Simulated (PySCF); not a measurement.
A calculated (r2SCAN0, PySCF 2.14, x2c-QZVPPall with one added diffuse shell each of s, p, d, f type, scalar relativity by spin-free X2C-1e) atom or ion has these occupied shells.

```json
{"shell": "1s α", "electrons": "1", "orbital energy (eV)": "-531.12", "rms radius, mean of both spins (bohr)": "0.231"}
{"shell": "1s β", "electrons": "1", "orbital energy (eV)": "-529.36", "rms radius, mean of both spins (bohr)": "0.231"}
{"shell": "2s α", "electrons": "1", "orbital energy (eV)": "-29.870", "rms radius, mean of both spins (bohr)": "1.26"}
{"shell": "2s β", "electrons": "1", "orbital energy (eV)": "-23.958", "rms radius, mean of both spins (bohr)": "1.26"}
{"shell": "2p α", "electrons": "3", "orbital energy (eV)": "-12.861", "rms radius, mean of both spins (bohr)": "1.42"}
{"shell": "2p β", "electrons": "1", "orbital energy (eV)": "-9.708", "rms radius, mean of both spins (bohr)": "1.42"}
```

Name the element and its charge.

O (oxygen, neutral), in [He] 2s2 2p4, high-spin 3P determinant.
